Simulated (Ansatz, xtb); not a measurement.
Isomers of Al2F2H4S2 in order of energy

3 gas-phase structures of Al2F2H4S2, from a drawn sample of its isomers (lower ones may exist). Each was relaxed with GFN2-xTB; where two conformers were screened, the lower at r2SCAN-D4/def2-SVP is listed:

A. `[F][Al@H-]1[SH+][Al@H-]([F])[SH+]1`, a singlet
B. `[F][Al@H-]1[SH+][Al@@H-]([F])[SH+]1`, a singlet
C. a singlet given by its coordinates

C (Å):

```xyz
10

Al    1.1359   -0.2694   -2.4033
Al   -0.9388    1.6644   -1.5656
F    -0.2941    0.7040   -2.9807
F     0.8366   -1.8641   -2.6609
S     0.5691    0.3539   -0.1847
S    -0.5230    3.8007   -1.6160
H     2.3298    0.5094   -2.8867
H    -0.3830   -0.5875   -0.1573
H    -2.2726    0.9555   -1.3621
H     0.6720    3.7015   -1.0306
```

Close contacts (Å): Al1–F3 1.82, Al1–F4 1.64, Al1–S5 2.37, Al2–F3 1.83, Al2–S5 2.43, Al2–S6 2.18, Al1–H7 1.51, Al2–H9 1.52, S5–H8 1.34, S6–H10 1.33.

Task: Make a reasoned guess at their ranking by r2SCAN-D4/def2-SVP single-point energy.

Result: Calculated order at r2SCAN-D4/def2-SVP: C (0.000), A (0.087), B (0.193) eV.

Energies above the lowest of each column, in eV; the last columns are at PBE0-D4/def2-SVP geometries (a dash: not run or not comparable):

| structure | GFN2-xTB | HF/STO-3G | r2SCAN-D4/def2-SVP | PBE0-D4/def2-SVP | CCSD(T)/def2-SVP + ΔMP2/def2-TZVPP |
| --- | --- | --- | --- | --- | --- |
| C | 0.225 | 0.000 | 0.000 | 0.000 | 0.000 |
| A | 0.078 | 0.696 | 0.087 | 0.112 | – |
| B | 0.000 | 0.862 | 0.193 | 0.095 | 0.064 |

CCSD(T)/def2-SVP + ΔMP2/def2-TZVPP puts C lowest of those it was run on; GFN2-xTB picks B. Some further structures that were screened fall inside this span and aren't listed. Frequencies (GFN2-xTB) were run for B, C alone. ΔMP2 is the change of the MP2 energy from the smaller to the larger basis.

Programs: Ansatz 0.2.0, xtb 6.7.1.
